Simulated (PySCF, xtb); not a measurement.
Ge(F)(SH)3 (FGeH3S3), SMILES [SH][Ge]([F])([SH])[SH]. One conformer was computed; it need not be the lowest.

Harmonic wavenumbers (cm⁻¹) from GFN2-xTB (xtb) at its own minimum, in rising order: 71, 75, 103, 117, 118, 128, 167, 168, 304, 375, 375, 399, 668, 672, 672, 2424, 2427, 2429.

Question: What does B3LYP-D3(BJ)/def2-SVP (PySCF 2.14.0) give at its own minimum? (The exact figures need the calculation; the answer reports its results.)

Answer: 72, 74, 138, 139, 140, 211, 212, 239, 362, 429, 429, 687, 734, 752, 752, 2662, 2662, 2662. Paired by order, the mean absolute difference is 92 cm⁻¹ and the zero-point energies are 16.7 and 19.1 kcal/mol.
